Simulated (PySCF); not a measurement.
Steps of a relaxation of [Ce(H2O)4]3+

[Ce(H2O)4]3+ (doublet; a saddle point, relaxed within its symmetry). PySCF 2.14.0, UKS PBE0, Ce def2-SVP with ECP28, O def2-SVP, H def2-SVP; non-relativistic Hamiltonian with scalar-relativistic core potentials where named; density fitting; no spin-orbit coupling. Origin of the start: template. Columns: position (Å) and force (eV/Å). Energies are counted from the last step; some of the 7 steps are shown. Forces carry noise of the integration grid, about 0.01 to 0.03 eV/Å.

Run from Python with OMP_NUM_THREADS=4. Where DIIS fails, smearing, a level shift and second-order steps follow.
It took 78 s on 4 threads of Arm Neoverse V1 (shared host), from the converged density of the start.

```xyz
13
step 0  E = 0.485 eV
Ce    0.0000    0.0000    0.0000     0.00    0.00    0.00
O     1.4708    1.4708    1.4708    -1.08   -1.02   -1.02
H     1.8114    1.2670    2.3559     0.21   -0.06    0.43
H     1.8114    2.3559    1.2670     0.21    0.43   -0.06
O    -1.4708   -1.4708    1.4708     1.08    1.02   -1.02
H    -1.8114   -1.2670    2.3559    -0.21    0.06    0.43
H    -1.8114   -2.3559    1.2670    -0.21   -0.43   -0.06
O     1.4708   -1.4708   -1.4708    -1.08    1.02    1.02
H     1.8114   -2.3559   -1.2670     0.21   -0.43    0.06
H     1.8114   -1.2670   -2.3559     0.21    0.06   -0.43
O    -1.4708    1.4708   -1.4708     1.08   -1.02    1.02
H    -1.8114    2.3559   -1.2670    -0.21    0.43    0.06
H    -1.8114    1.2670   -2.3559    -0.21   -0.06   -0.43
```

```xyz
13
step 2  E = 0.061 eV
Ce    0.0000    0.0000    0.0000     0.00    0.00    0.00
O     1.3937    1.3867    1.3867     0.19    0.31    0.31
H     1.7497    1.2141    2.2965    -0.20   -0.11   -0.39
H     1.7497    2.2965    1.2141    -0.20   -0.39   -0.11
O    -1.3937   -1.3867    1.3867    -0.19   -0.31    0.31
H    -1.7497   -1.2141    2.2965     0.20    0.11   -0.39
H    -1.7497   -2.2965    1.2141     0.20    0.39   -0.11
O     1.3937   -1.3867   -1.3867     0.19   -0.31   -0.31
H     1.7497   -2.2965   -1.2141    -0.20    0.39    0.11
H     1.7497   -1.2141   -2.2965    -0.20    0.11    0.39
O    -1.3937    1.3867   -1.3867    -0.19    0.31   -0.31
H    -1.7497    2.2965   -1.2141     0.20   -0.39    0.11
H    -1.7497    1.2141   -2.2965     0.20   -0.11    0.39
```

```xyz
13
step 4  E = 0.002 eV
Ce    0.0000    0.0000    0.0000     0.00    0.00    0.00
O     1.3589    1.3651    1.3651     0.06    0.06    0.06
H     1.7254    1.1692    2.2556    -0.01   -0.03    0.01
H     1.7254    2.2556    1.1692    -0.01    0.01   -0.03
O    -1.3589   -1.3651    1.3651    -0.06   -0.06    0.06
H    -1.7254   -1.1692    2.2556     0.01    0.03    0.01
H    -1.7254   -2.2556    1.1692     0.01   -0.01   -0.03
O     1.3589   -1.3651   -1.3651     0.06   -0.06   -0.06
H     1.7254   -2.2556   -1.1692    -0.01   -0.01    0.03
H     1.7254   -1.1692   -2.2556    -0.01    0.03   -0.01
O    -1.3589    1.3651   -1.3651    -0.06    0.06   -0.06
H    -1.7254    2.2556   -1.1692     0.01    0.01    0.03
H    -1.7254    1.1692   -2.2556     0.01   -0.03   -0.01
```

Q: Where does the relaxation end?

A: It converges at step 6 in D2d:
```xyz
13
step 6  E = 0
Ce    0.0000    0.0000    0.0000
O     1.3651    1.3694    1.3694
H     1.7323    1.1690    2.2586
H     1.7323    2.2586    1.1690
O    -1.3651   -1.3694    1.3694
H    -1.7323   -1.1690    2.2586
H    -1.7323   -2.2586    1.1690
O     1.3651   -1.3694   -1.3694
H     1.7323   -2.2586   -1.1690
H     1.7323   -1.1690   -2.2586
O    -1.3651    1.3694   -1.3694
H    -1.7323    2.2586   -1.1690
H    -1.7323    1.1690   -2.2586
```

Q: How did the contacts change?

A: 
```tsv
contact	start (Å)	end (Å)
Ce1–O2 (H2O)	2.548	2.369
Ce1–O5 (H2O)	2.548	2.369
Ce1–O8 (H2O)	2.548	2.369
Ce1–O11 (H2O)	2.548	2.369
```


Open shells may have lower solutions than the one found.
